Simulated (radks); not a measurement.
Values are calculated unless marked as measured or tabulated.
Re2+, configuration [Xe] 4f14 5d5.

Level of theory: scalar-relativistic Kohn-Sham, B86b exchange with PBE correlation, spin-polarised, spherical densities, point nucleus; open shells are filled with parallel spins first (spin-orbit coupling, left out, can overturn this in heavy ions) (a radial shooting solver on a logarithmic mesh with Libxc functionals).

Energy parts (hartree):
| part | energy |
|---|---|
| total | -16692.7041 |
| kinetic | 18450.9715 |
| electron-nucleus | -41280.5405 |
| Hartree | 6468.2742 |
| exchange-correlation | -331.4092 |

Orbitals (lengths in bohr, moments of r in powers of bohr; r(90%) holds 90 % of the orbital's charge):
orbital  occ.  eigenvalue (hartree)      <r^2>  r(90%)
1s up       1             -2634.561  0.0004477  0.0329
1s down     1             -2634.561  0.0004477  0.0329
2s up       1             -457.2689   0.006873   0.118
2s down     1             -457.2595   0.006873   0.118
2p up       3             -399.0718   0.005707   0.111
2p down     3             -399.0644   0.005707   0.111
3s up       1             -106.3259    0.04455   0.289
3s down     1             -106.3234    0.04455   0.289
3p up       3             -89.16887    0.04539   0.296
3p down     3             -89.16589    0.04539   0.296
3d up       5             -69.73674    0.03764   0.278
3d down     5             -69.73061    0.03764   0.278
4s up       1             -22.66690     0.2190   0.632
4s down     1             -22.65858     0.2190   0.632
4p up       3             -17.04014     0.2497   0.681
4p down     3             -17.03253     0.2496   0.680
4d up       5              -9.98506     0.2896   0.749
4d down     5              -9.97608     0.2892   0.748
4f up       7              -2.15960     0.4236   0.961
4f down     7              -2.14157     0.4146   0.949
5s up       1              -3.76839      1.215    1.49
5s down     1              -3.68630      1.194    1.48
5p up       3              -2.37601      1.663    1.77
5p down     3              -2.26745      1.631    1.75
5d up       5              -0.83426      3.649    2.72
5d down     0              -0.70026      3.762    2.77

The highest occupied level is 5d up at -22.701 eV. The density falls to 0.001 e/bohr^3 at r = 3.67 bohr.
